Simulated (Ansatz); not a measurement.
Program: Ansatz. Geometries: PBE0-D4/def2-TZVP. ΔE: electronic, gas phase. CCSD(T)/CBS is the MP2 limit (def2-TZVPP, def2-QZVPP) plus CCSD(T) − MP2 in def2-TZVPP, frozen cores. Functionals use def2-TZVPP. B3LYP here is the variant with VWN-RPA as its local correlation; programs differ in this. For Ga outer-core shells are correlated without core-valence functions, which leaves a few kJ/mol of doubt a bond. Scalar relativity is left out up to krypton. Each species was taken in one conformer, which may not be the lowest.

Consider the redistribution: `CB[SiH2]Cl` + `[OH][GaH][CH2][SiH3]` → `CB[SiH2]O` + `[SiH3][CH2][GaH][Cl]`.

`CB[SiH2]Cl`:

Cartesian coordinates in Å:
```
C 0.897 -0.199 1.296
B -0.457 -0.177 0.540
Si -0.524 0.190 -1.439
Cl -2.427 0.589 -2.141
H 1.799 -0.285 0.687
H 0.938 0.794 1.779
H 0.930 -0.916 2.120
H -1.472 -0.346 1.154
H -0.017 -1.000 -2.181
H 0.333 1.349 -1.815
```

`[OH][GaH][CH2][SiH3]`:

```xyz
11

O     0.001   -1.333   -2.160
Ga   -0.592   -1.485   -0.476
C     0.240   -0.332    0.883
Si    0.108    1.485    0.483
H     0.672   -0.658   -2.281
H    -1.725   -2.539   -0.300
H    -0.204   -0.540    1.860
H     1.302   -0.597    0.937
H     0.789    1.766   -0.812
H    -1.319    1.887    0.342
H     0.729    2.345    1.526
```

`CB[SiH2]O`:

```xyz
11

C     1.449   -0.236    0.831
B     0.077    0.488    0.799
Si   -1.259    0.365   -0.703
O    -0.737   -0.433   -2.062
H     1.841   -0.562   -0.134
H     1.250   -1.151    1.418
H     2.224    0.294    1.390
H    -0.256    1.124    1.765
H    -1.624    1.726   -1.180
H    -2.506   -0.272   -0.168
H    -0.458   -1.343   -1.956
```

`[SiH3][CH2][GaH][Cl]`:

```xyz
10

Si   -0.212   -0.006    1.456
C     0.534    0.603   -0.150
Ga   -0.245   -0.236   -1.730
Cl    0.606   -2.147   -2.254
H     0.013   -1.467    1.606
H     0.379    0.694    2.628
H    -1.681    0.240    1.460
H     0.399    1.686   -0.217
H     1.605    0.381   -0.143
H    -1.397    0.252   -2.656
```

```csv
level,ΔE (kJ/mol),difference from CCSD(T)/CBS
r2SCAN-D4,-49.5,-1.2
B3LYP-D4,-52.3,-4.0
ωB97X-V,-49.8,-1.5
B2PLYP,-50.7,-2.4
r2SCAN,-49.5,-1.2
HF/def2-TZVPP,-66.5,-18.2
MP2/def2-TZVPP,-48.0,0.3
CCSD/def2-TZVPP,-52.1,-3.8
CCSD(T)/def2-TZVPP,-49.6,-1.3
CCSD/CBS(def2),-50.8,-2.5
CCSD(T)/CBS,-48.3,0
```

Largest T1 diagnostic among the species: 0.014.

From PBE to PBE0 (25 % exact exchange), in def2-TZVPP and without D4, ΔE moves by −5.9 kJ/mol. In def2-TZVPP, CCSD(T) changes the Hartree–Fock value by +16.9 kJ/mol (the triples alone add +2.5 kJ/mol) and MP2 by +18.5 kJ/mol.
